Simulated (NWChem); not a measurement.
SnNH2Cl2F; SMILES [NH2][Sn]([F])([Cl])[Cl]

```xyz
7

N      1.5882    -0.0022     1.4844
Sn     0.2711    -0.0008    -0.0300
F      1.1006    -0.0028    -1.7738
Cl    -1.0348    -1.9134     0.0410
Cl    -1.0290     1.9158     0.0399
H      2.1831    -0.8301     1.4750
H      2.1830     0.8258     1.4761
```
Atoms are numbered in this order, from 1.

Program: NWChem. The geometry was optimised at PBE0/def2-SVP. def2 effective core potentials on Sn; no spin-orbit coupling. B3LYP is NWChem's, with the RPA form of VWN correlation. Field at 589 nm.

Problem. Predict the results for B3LYP/def2-SVP (core potentials). Quantities: isotropic polarisability (bohr³); anisotropy (bohr³).

Solution. 
```yaml
isotropic polarisability (bohr³): 56.9
anisotropy (bohr³): 19.3
```
